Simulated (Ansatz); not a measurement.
`C=[C]([GeH3])[TeH]` and `C=[C]([GeH3])Br` differ in one atom or group.

Ansatz, PBE0-D4/def2-TZVP geometries, multiplicity 1. 

Elements past krypton have def2 core potentials. Scalar relativity is left out up to krypton.

```csv
property,`C=[C]([GeH3])[TeH]`
HOMO–LUMO gap (PBE0/def2-TZVPP) / eV,5.30
size of the dipole moment (ωB97M-V/def2-TZVPP) / D,0.58
LUMO energy (B3LYP/def2-TZVPP) / eV,-1.10
size of the dipole moment (B3LYP/def2-TZVPP) / D,0.53
LUMO energy (PBE/def2-TZVPP) / eV,-1.73
LUMO energy (PBE0/def2-TZVPP) / eV,-0.89
```

Task: Give the same properties after the change, and the shifts. (An estimate is asked.)

Result: The calculation gave: 
```csv
property,`C=[C]([GeH3])Br`,shift
HOMO–LUMO gap (PBE0/def2-TZVPP) / eV,6.83,1.53
size of the dipole moment (ωB97M-V/def2-TZVPP) / D,1.48,0.90
LUMO energy (B3LYP/def2-TZVPP) / eV,-0.87,0.23
size of the dipole moment (B3LYP/def2-TZVPP) / D,1.42,0.89
LUMO energy (PBE/def2-TZVPP) / eV,-1.62,0.11
LUMO energy (PBE0/def2-TZVPP) / eV,-0.66,0.23
```

With PBE0 the HOMO falls by 1.30 eV and the LUMO rises by 0.23 eV, so the gap widens by about 1.53 eV. PBE moves the HOMO by -1.14 eV and ωB97M-V by -1.41 eV. Dipoles are sizes alone; their direction can turn.

B3LYP here is the variant with VWN-RPA as its local correlation; programs differ in this.

Spin–orbit coupling is left out; it splits and shifts lone-pair levels of the heavy atoms by tenths of an eV.
